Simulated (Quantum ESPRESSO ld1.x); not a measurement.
The numbers below are computed, except where a source is named.
All-electron atom: neutral dysprosium in [Xe] 4f10 6s1 5d1 (not the ground configuration). Level of theory: scalar-relativistic Kohn-Sham, LDA (Slater exchange, Perdew-Wang correlation), spin-polarised, spherical densities, point nucleus; open shells are filled with parallel spins first (ld1.x of Quantum ESPRESSO 7.5).

Unscreened Slater integrals over Kohn-Sham orbitals (hartree). They are taken over the spin-up orbitals.

\begin{tabular}{lr}
integral & value \\ \hline
F0(5d,5d) & 0.25615 \\
F2(5d,5d) & 0.11751 \\
F4(5d,5d) & 0.073215 \\
F0(5d,4f) & 0.35971 \\
F2(5d,4f) & 0.067155 \\
F4(5d,4f) & 0.030795 \\
G1(5d,4f) & 0.035954 \\
G3(5d,4f) & 0.025574 \\
G5(5d,4f) & 0.018666 \\
F0(5d,6s) & 0.23240 \\
G2(5d,6s) & 0.092606 \\
F0(5d,5p) & 0.34066 \\
F2(5d,5p) & 0.12784 \\
G1(5d,5p) & 0.13365 \\
G3(5d,5p) & 0.080146 \\
F0(4f,4f) & 1.0949 \\
F2(4f,4f) & 0.50409 \\
F4(4f,4f) & 0.31336 \\
F6(4f,4f) & 0.22466 \\
F0(4f,6s) & 0.28908 \\
G3(4f,6s) & 0.0097217 \\
F0(4f,5p) & 0.69564 \\
F2(4f,5p) & 0.23836 \\
G2(4f,5p) & 0.13149 \\
G4(4f,5p) & 0.099049 \\
F0(6s,6s) & 0.22080 \\
F0(6s,5p) & 0.27857 \\
G1(6s,5p) & 0.019416 \\
F0(5p,5p) & 0.58226 \\
F2(5p,5p) & 0.31055 \\
\end{tabular}

Derived for the open shells (J is the average intra-shell exchange parameter used in DFT+U). 4f: F4/F2 = 0.622, F6/F2 = 0.446, J = (286 F2 + 195 F4 + 250 F6)/6435 = 0.04063 hartree. 5d: Racah B = F2/49 - 5 F4/441 = 0.001568 hartree, C = 35 F4/441 = 0.005811 hartree, C/B = 3.71, F4/F2 = 0.623, J = (F2 + F4)/14 = 0.01362 hartree.
